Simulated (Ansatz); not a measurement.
Program: Ansatz. Geometries: PBE0-D4/def2-TZVP. ΔE: electronic, gas phase. CCSD(T)/CBS adds triple-zeta CCSD(T) − MP2 to the extrapolated MP2 energy (def2 sets, frozen cores). This one scheme is used for every species. DFT in def2-TZVPP. HSE06 is defined as in plane-wave codes. One conformer a species, not always the lowest.

Consider the substitution at a C–C bond: `CC([SiH3])CF` + H–F → `CC(F)[SiH3]` + `CF`.

CCSD(T)/CBS gives +69.5 kJ/mol.

Problem. Another level gave +56.6 kJ/mol. Which?
A. SCS-MP2/def2-TZVPP
B. HSE06/def2-TZVPP
C. revPBE-D4/def2-TZVPP
D. CAM-B3LYP/def2-TZVPP

Solution. B. HSE06 56.6, SCS-MP2/def2-TZVPP 67.1, CAM-B3LYP 45.1, revPBE-D4 60.8 kJ/mol.

Largest T1 diagnostic among the species: 0.011.

In def2-TZVPP, CCSD(T) changes the Hartree–Fock value by +28.3 kJ/mol (the triples alone add +2.7 kJ/mol) and MP2 by +39.4 kJ/mol. The D4 term adds +10.5 kJ/mol with B3LYP and +5.8 kJ/mol with PBE0; it sums over pairs of atoms, weighted by their polarisabilities, and B3LYP, whose exchange is more repulsive, gets the larger term. From BLYP to BHLYP (50 % exact exchange), in def2-TZVPP and without D4, ΔE moves by +12.7 kJ/mol.

CCSD(T)/CBS has its own doubt, a few kJ/mol and more with outer-core shells, so smaller differences from it don't rank the levels.

B3LYP here is the variant with VWN-RPA as its local correlation; programs differ in this.
